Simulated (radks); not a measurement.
Removal energies from the zinc ion Zn3+, [Ar] 3d(3/2: 4, 5/2: 5), by Delta-SCF beside the eigenvalue of the level emptied. Method: Dirac Kohn-Sham, BLYP, spin-unpolarised, spherical densities, finite nucleus; Fermi nuclear charge, rms radius of each element as measured or else 0.836 A^(1/3) + 0.57 fm; computed with a radial shooting solver on a logarithmic mesh with Libxc functionals. Sub-shells are occupied by j as written (lower j first in brackets).

| removed from | final configuration | Delta-SCF (eV) | -eigenvalue (eV) |
|---|---|---|---|
| 3d5/2 | [Ar] 3d(3/2: 4, 5/2: 4) | 61.600 | 50.532 |
| 3d3/2 | [Ar] 3d(3/2: 3, 5/2: 5) | 62.030 | 50.928 |
| 3p3/2 | [Ne] 3s2 3p(1/2: 2, 3/2: 3) 3d(3/2: 4, 5/2: 5) | 135.84 | 123.88 |
| 3p1/2 | [Ne] 3s2 3p(1/2: 1, 3/2: 4) 3d(3/2: 4, 5/2: 5) | 139.04 | 127.00 |
